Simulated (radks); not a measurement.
The numbers below are computed, except where a source is named.
Valence configurations of neutral vanadium (all share [Ar]). Level of theory: Dirac Kohn-Sham, PBEsol, spin-unpolarised, spherical densities, finite nucleus; open shells are shared between the two j in proportion to 2j + 1; Fermi nuclear charge, rms radius 3.6002 fm (a radial shooting solver on a logarithmic mesh with Libxc functionals). Energies are relative to 3d3 4s2; eigenvalues in eV.

valence	E (eV)	e(3d3/2)	e(3d5/2)	e(4p1/2)	e(4p3/2)	e(4s1/2)
3d3 4s2	0.000	-5.224	-5.158	-	-	-4.716
3d4 4s1	0.581	-2.475	-2.420	-	-	-3.883
3d2 4s2 4p1	5.802	-10.678	-10.600	-2.620	-2.571	-6.564
3d2.5 4s2 4p0.5	2.364	-7.823	-7.751	-2.053	-2.013	-5.656
3d3 4p2	6.878	-7.742	-7.674	-2.667	-2.628	-
3d1 4s2 4p2	16.408	-17.000	-16.910	-3.690	-3.622	-8.301
3d4 4p1	3.504	-3.682	-3.625	-1.746	-1.720	-
3d3 4s1 4p1	3.368	-6.551	-6.484	-2.122	-2.085	-5.540
3d3.5 4s1.5	0.052	-3.661	-3.601	-	-	-4.254
3d5	2.544	-1.189	-1.142	-	-	-

NIST lists [Ar] 3d3 4s2 as the ground configuration; this level of theory agrees among the configurations tried. The energies are those of spherical spin-averaged densities, not of single terms.
